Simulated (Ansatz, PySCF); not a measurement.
C2H6ClFSi2, SMILES [Si@@H]([SiH3])(Cl)C(=C)F.

Geometry: PBE0-D3(BJ)/def2-SVP. The structure was generated by enumeration; whether it is a known compound was not checked. The values are those of a single conformer.

Vertical ionisation energy (IE) and electron affinity (EA) in eV. Rows of orbital energies are one-electron estimates. Where ΔSCF, EOM or ADC give a negative EA the extra electron is unbound and the value depends on the basis.

```csv
level,IE,EA
"−ε(HOMO), −ε(LUMO), r2SCAN/def2-TZVP (PySCF)",?,?
"−ε(HOMO), −ε(LUMO), PBE/def2-TZVP (PySCF)",6.60,1.64
"ΔSCF, ωB97X-V/def2-SVPD (Ansatz), final states of multiplicity 2 and 2",9.97,-1.13
"ΔSCF, PBE/def2-SVPD (Ansatz), final states of multiplicity 2 and 2",9.31,-0.59
```

What belongs in the gaps? (An estimate is asked for; the answer gives what the named calculation found.)


- −ε(HOMO), −ε(LUMO), r2SCAN/def2-TZVP (PySCF), IE: 6.83
- −ε(HOMO), −ε(LUMO), r2SCAN/def2-TZVP (PySCF), EA: 1.48

What vertical singlet–triplet gap does ΔSCF give with ωB97X-V/def2-SVPD (Ansatz, an electronic-structure program) and with PBE/def2-SVPD (Ansatz)? (The exact figures need the calculation; the answer reports its results.)

4.30 and 4.16 eV (triplet above singlet where positive).
